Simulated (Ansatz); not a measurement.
`F[SiH](Cl)[O][GeH3]` → `F[Si]Cl` + `[OH][GeH3]` at 298.15 K and 1 bar (silylene formation by 1,1-elimination).

Computed with Ansatz on PBE0-D4/def2-TZVP structures; ΔE is electronic, products minus reactants. CCSD(T)/CBS adds triple-zeta CCSD(T) − MP2 to the extrapolated MP2 energy (def2 sets, frozen cores). This one scheme is used for every species. For Ge outer-core shells are correlated without core-valence functions, which leaves a few kJ/mol of doubt a bond. Scalar relativity is left out up to krypton. Each species was taken in one conformer, which may not be the lowest.

| species | CCSD(T)/CBS energy (Eh) | H − E (kJ/mol) | S (J/(mol·K)) |
| --- | --- | --- | --- |
| `F[SiH](Cl)[O][GeH3]` | -3002.53092 | 133.7 | 390.4 |
| `F[Si]Cl` | -848.72390 | 21.7 | 275.4 |
| `[OH][GeH3]` | -2153.69723 | 109.3 | 272.0 |

H − E and S are ideal-gas, rigid-rotor, harmonic terms from PBE0-D4/def2-TZVP, for one conformer and one mirror image of each species. 1 Eh = 2625.50 kJ/mol, R = 8.31446 J/(mol·K).

Q: By hand: ΔE, ΔH, ΔS and ΔG.

A: ΔE = (-848.72390) + (-2153.69723) − (-3002.53092) = 0.10979 Eh = 288.3 kJ/mol. Δ(H − E) = 21.7 + 109.3 − 133.7 = -2.7, so ΔH = 285.6 kJ/mol. ΔS = 275.4 + 272.0 − 390.4 = 157.0 J/(mol·K). ΔG = 285.6 − 298.15 × (157.0)/1000 = 238.8 kJ/mol.

Q: By hand: the equilibrium constant, and the temperature at which ΔG would vanish if ΔH and ΔS stayed fixed.

A: log₁₀ K = −ΔG/(RT ln 10) = -41.8. ΔG = 0 at ΔH/ΔS = 1819 K.

The number of gas molecules changes by +1, which sets the sign of ΔS. A doubt of 5 kJ/mol in ΔE shifts log₁₀ K by 0.9 here. Other conformers and mirror images would add mixing entropy, several J/(mol·K) or more a flexible species. Modes under 60 cm⁻¹, often nearly free rotors, make the harmonic entropy too high. These are equilibria of isolated gas molecules and say nothing of rates. Largest T1 diagnostic: 0.014 (customary marks: 0.02 for closed shells, 0.045 for open ones).
